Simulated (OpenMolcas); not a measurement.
Levels of P⁴⁺ by method

```json
{
 "Program": "OpenMolcas 26.06",
 "Basis": "ANO-RCC-VQZP [6s5p3d2f1g]",
 "Scalar Hamiltonian": "DKH3, point nucleus",
 "Active space": "1 electron in 4 orbitals (3s 3p)",
 "State averaging": "2S+1 = 2 even, 1 root; 2S+1 = 2 odd, 3 roots",
 "Spin-orbit coupling": "state interaction with AMFI integrals over the reference wave functions, term energies averaged over their components"
}
```

Methods on the same reference wave functions:
A. CASSCF
B. SS-CASPT2, IPEA 0.25 Eh, imaginary shift 0.1 Eh (closed shells correlated: 2s 2p)

Energies in eV above 3s ²S_1/2, the measured ground level; measured values from Martin, Zalubas and Musgrove, J. Phys. Chem. Ref. Data 14, 751 (1985).

```json
{"Level": "3s ²S_1/2", "A": "0.0000", "B": "0.0000", "Measured": "0.0000"}
{"Level": "3p ²P°_1/2", "A": "10.9456", "B": "11.000", "Measured": "10.9914"}
{"Level": "3p ²P°_3/2", "A": "11.0292", "B": "11.084", "Measured": "11.0900"}
```

Deviations, from unrounded energies. A percentage is the sum of absolute deviations over the sum of measured energies, with the sign that they share, or ± where signs differ.

```csv
Against measurement,Levels,A,B
mean absolute deviation (cm-1),2,430,61
other configurations (%),2,-0.5,±0.1
```

B lies closest to measurement on these levels. The largest miss of B in the table is 3p ²P°_1/2, by +72 cm-1. The ranking rests on the paired levels alone, and a cruder setting can come out closer through cancelling errors.

The lowest spin-free term lies below A's lowest term by 0.038 hartree in B.

With one active electron the reference holds no correlation, so core polarisation is missing (holds for A). With one active electron, CASPT2 adds the correlation within the correlated inactive shells and between them and that electron, and leaves the splitting within a term as the reference gives it (holds for B). Measured partners are found by configuration, term and J. A level has none where our copy of the source lacks it or the pairing is in doubt (some pairs that miss far off the trend of their configuration count as doubtful), and it then counts in no deviation. Levels of configurations outside the active space are missing.

° marks odd parity.
